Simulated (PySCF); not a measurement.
## Nuclear quadrupole coupling in trans-[RuO2(OH)4]2-

trans-[RuO2(OH)4]2- (charge -2 and singlet state).
Geometry (PBE0-D3(BJ)/def2-SVP, Å), atoms numbered from 1 in this order:
```
atom  x, y, z in Å
Ru1    0.000    0.000    0.000
O2     0.017    0.011    1.716
O3    -0.017   -0.010   -1.717
O4     2.022   -0.153   -0.020
H5     2.224    0.791   -0.032
O6    -2.023    0.153    0.020
H7    -2.225   -0.791    0.031
O8     0.154    2.022   -0.014
H9    -0.790    2.225   -0.003
O10   -0.154   -2.023    0.014
H11    0.791   -2.225    0.006
```

Field gradients from the PBE0/pcSseg-1 (def2-TZVP on Ru) density (PySCF, non-relativistic but for the core potentials past Kr), principal values in atomic units, ordered |Vxx| ≤ |Vyy| ≤ |Vzz|:

```
atom     Vxx     Vyy      Vzz
  O2  0.3443  0.3450  -0.6893
  O3  0.3448  0.3449  -0.6897
  O4  0.1818  1.4228  -1.6046
  O6  0.1817  1.4227  -1.6044
  O8  0.1825  1.4226  -1.6051
 O10  0.1817  1.4225  -1.6041
```

Task: Find the asymmetry η = (Vxx − Vyy)/Vzz and the couplings χ = eQV/h (234.96 MHz × Q in barn × V in au), with Q(17O) = −0.0256 b.

Result: 
```
atom                environment  nucleus     η  χzz (MHz)  χxx (MHz)  χyy (MHz)
  O2        oxygen bonded to Ru      17O  0.00      4.146     -2.071     -2.075
  O3        oxygen bonded to Ru      17O  0.00      4.149     -2.074     -2.075
  O4  oxygen bonded to Ru and H      17O  0.77       9.65      -1.09      -8.56
  O6  oxygen bonded to Ru and H      17O  0.77       9.65      -1.09      -8.56
  O8  oxygen bonded to Ru and H      17O  0.77       9.65      -1.10      -8.56
 O10  oxygen bonded to Ru and H      17O  0.77       9.65      -1.09      -8.56
```

The gradient is axial or nearly so (η below 0.05) at O2 and O3. 

Task: What is Vzz at O4 in SI units (1 au = 9.71736 × 10²¹ V/m²)?

Result: -1.6046 au = -15.593 × 10²¹ V/m².

Whether so highly charged an anion holds all its electrons in the gas phase wasn't checked; a finite basis holds them in any case. No counter-ion or solvent screens the charge of this multiply charged ion. Atoms past krypton carry effective core potentials; spin–orbit coupling is left out. The pcSseg-1 basis has no diffuse functions, a weakness for an anion. The HOMO energy is positive at this level (+2.37 eV), so the outermost electrons may be held by the finite basis alone. With a basis this small, the couplings can be 20 % off.
